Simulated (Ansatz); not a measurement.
C4H10OSi, SMILES CCC(=O)[SiH2]C. Atoms are numbered in the order given.

```xyz
16

C      0.1365     2.9200     0.0000
C     -0.6863     1.6471     0.0000
C      0.1394     0.3808     0.0000
O      1.3518     0.4069     0.0000
Si    -0.7387    -1.3535     0.0000
C      0.6006    -2.6567     0.0000
H      0.7894     2.9646     0.8836
H     -0.5088     3.8101     0.0000
H      0.7894     2.9646    -0.8836
H     -1.3623     1.5923     0.8739
H     -1.3623     1.5923    -0.8739
H     -1.6228    -1.4439     1.2066
H     -1.6228    -1.4439    -1.2066
H      1.2391    -2.5345    -0.8876
H      0.1838    -3.6746     0.0000
H      1.2391    -2.5345     0.8876
```

The structure is a stationary point at PBE0-D3(BJ)/def2-SVP. The structure was generated by enumeration, and PubChem lists no compound with its InChIKey, so it may never have been made. Other conformers were not sampled.

Two levels are set side by side: PBE-D3(BJ)/def2-SVP (Ansatz, a quantum-chemistry and plane-wave program) and PBE0-D3(BJ)/def2-SVP (Ansatz). Each level has its own optimised geometry; the coordinates shown are those of the second. Differences are taken from unrounded values.

```json
[
 {"quantity": "mean bond length (Å)", "PBE0-D3(BJ)": "1.324"},
 {"quantity": "bond C1–C2 (Å)", "PBE0-D3(BJ)": "1.516"},
 {"quantity": "bond C2–C3 (Å)", "PBE0-D3(BJ)": "1.512"},
 {"quantity": "bond C3–O4 (Å)", "PBE0-D3(BJ)": "1.213"},
 {"quantity": "bond C3–Si5 (Å)", "PBE0-D3(BJ)": "1.944"},
 {"quantity": "bond Si5–C6 (Å)", "PBE0-D3(BJ)": "1.869"},
 {"quantity": "bond C1–H7 (Å)", "PBE0-D3(BJ)": "1.100"},
 {"quantity": "bond C1–H8 (Å)", "PBE0-D3(BJ)": "1.099"},
 {"quantity": "bond C1–H9 (Å)", "PBE0-D3(BJ)": "1.100"},
 {"quantity": "bond C2–H10 (Å)", "PBE0-D3(BJ)": "1.106"},
 {"quantity": "bond C2–H11 (Å)", "PBE0-D3(BJ)": "1.106"},
 {"quantity": "bond Si5–H12 (Å)", "PBE0-D3(BJ)": "1.499"},
 {"quantity": "bond Si5–H13 (Å)", "PBE0-D3(BJ)": "1.499"},
 {"quantity": "bond C6–H14 (Å)", "PBE0-D3(BJ)": "1.100"},
 {"quantity": "bond C6–H15 (Å)", "PBE0-D3(BJ)": "1.100"},
 {"quantity": "bond C6–H16 (Å)", "PBE0-D3(BJ)": "1.100"}
]
```

Problem. What does PBE-D3(BJ) give, and how far is it from PBE0-D3(BJ)? (The exact figures need the calculation; the answer reports its results.)

Solution. 
| quantity | PBE-D3(BJ) | PBE-D3(BJ) minus PBE0-D3(BJ) |
|---|---|---|
| mean bond length (Å) | 1.334 | 0.010 |
| bond C1–C2 (Å) | 1.524 | 0.009 |
| bond C2–C3 (Å) | 1.521 | 0.009 |
| bond C3–O4 (Å) | 1.226 | 0.013 |
| bond C3–Si5 (Å) | 1.959 | 0.015 |
| bond Si5–C6 (Å) | 1.881 | 0.012 |
| bond C1–H7 (Å) | 1.108 | 0.008 |
| bond C1–H8 (Å) | 1.107 | 0.008 |
| bond C1–H9 (Å) | 1.108 | 0.008 |
| bond C2–H10 (Å) | 1.115 | 0.009 |
| bond C2–H11 (Å) | 1.115 | 0.009 |
| bond Si5–H12 (Å) | 1.509 | 0.011 |
| bond Si5–H13 (Å) | 1.509 | 0.011 |
| bond C6–H14 (Å) | 1.108 | 0.008 |
| bond C6–H15 (Å) | 1.108 | 0.008 |
| bond C6–H16 (Å) | 1.108 | 0.008 |

GGA bonds tend to be longer and softer than those of functionals with exact exchange. Differences between two approximate levels are no errors against the true value.
